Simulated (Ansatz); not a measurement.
`[CH3][Ge][OH]` + HCl → `[CH3][Ge][Cl]` + H₂O at 298.15 K and 1 bar (ligand exchange at a Ge–O bond).

Calculated with Ansatz (gas phase, PBE0-D4/def2-TZVP geometries, no zero-point term in ΔE). CCSD(T)/CBS is the MP2 limit (def2-TZVPP, def2-QZVPP) plus CCSD(T) − MP2 in def2-TZVPP, frozen cores. This one scheme is used for every species. For Ge outer-core shells are correlated without core-valence functions, which leaves a few kJ/mol of doubt a bond. Scalar relativity is left out up to krypton. Each species was taken in one conformer, which may not be the lowest.

```json
{"species": "`[CH3][Ge][OH]`", "CCSD(T)/CBS energy (Eh)": "-2191.75471", "H − E (kJ/mol)": "143.8", "S (J/(mol·K))": "303.0"}
{"species": "HCl", "CCSD(T)/CBS energy (Eh)": "-460.38127", "H − E (kJ/mol)": "26.6", "S (J/(mol·K))": "186.8"}
{"species": "`[CH3][Ge][Cl]`", "CCSD(T)/CBS energy (Eh)": "-2575.77362", "H − E (kJ/mol)": "110.8", "S (J/(mol·K))": "310.3"}
{"species": "H₂O", "CCSD(T)/CBS energy (Eh)": "-76.37941", "H − E (kJ/mol)": "66.4", "S (J/(mol·K))": "188.7"}
```

H − E and S are ideal-gas, rigid-rotor, harmonic terms from PBE0-D4/def2-TZVP, for one conformer and one mirror image of each species. 1 Eh = 2625.50 kJ/mol, R = 8.31446 J/(mol·K).

Task: By hand: ΔE, ΔH, ΔS and ΔG.

Result: ΔE = (-2575.77362) + (-76.37941) − (-2191.75471) − (-460.38127) = -0.01705 Eh = -44.8 kJ/mol. Δ(H − E) = 110.8 + 66.4 − 143.8 − 26.6 = 6.8, so ΔH = -38.0 kJ/mol. ΔS = 310.3 + 188.7 − 303.0 − 186.8 = 9.2 J/(mol·K). ΔG = -38.0 − 298.15 × (9.2)/1000 = -40.7 kJ/mol.

Task: By hand: the equilibrium constant, and the temperature at which ΔG would vanish if ΔH and ΔS stayed fixed.

Result: log₁₀ K = −ΔG/(RT ln 10) = 7.1. ΔH and −TΔS have one sign here, so there is no such temperature.

The number of gas molecules stays the same, so ΔS is small and ΔH decides. A doubt of 5 kJ/mol in ΔE shifts log₁₀ K by 0.9 here. Other conformers and mirror images would add mixing entropy, several J/(mol·K) or more a flexible species. These are equilibria of isolated gas molecules and say nothing of rates. Largest T1 diagnostic: 0.014 (customary marks: 0.02 for closed shells, 0.045 for open ones).

ΔS is within the doubt of such terms, so its sign, and with it that verdict, could turn.
